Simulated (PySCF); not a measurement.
**A small calculation by hand: oscillator strength and radiative lifetime**

B(Cl)(F)(SeH) (BClFHSe), SMILES ClB(F)[SeH].

The structure is a stationary point at PBE0-D3(BJ)/def2-SVP. Other conformers were not sampled.

PySCF 2.14.0 with TDA-PBE0/def2-SVPD puts the first singlet state with f over 0.02 at 6.13 eV (vertical), with the transition dipole (-0.152, 1.207, 0.000) in atomic units.

Find the oscillator strength, the wavelength and the radiative lifetime that this transition would have in vacuum if emission retraced absorption.


|μ|² = 1.4800 au, so |μ| = 3.09 D. ΔE = 6.13/27.211 = 0.2253 hartree. f = (2/3) ΔE |μ|² = 0.222 (the program prints 0.222).
λ = 1239.84/6.13 = 202 nm; ν = 49442 cm⁻¹.
Einstein's coefficient A = 0.6670 ν² f s⁻¹ (ν in cm⁻¹) = 3.6e8 s⁻¹, so τ = 1/A = 2.8 ns. This state is S2; the lower singlet has f = 0.005. The figure is the radiative limit of this one transition; relaxation, internal conversion, crossing to triplets and a medium change what is measured.
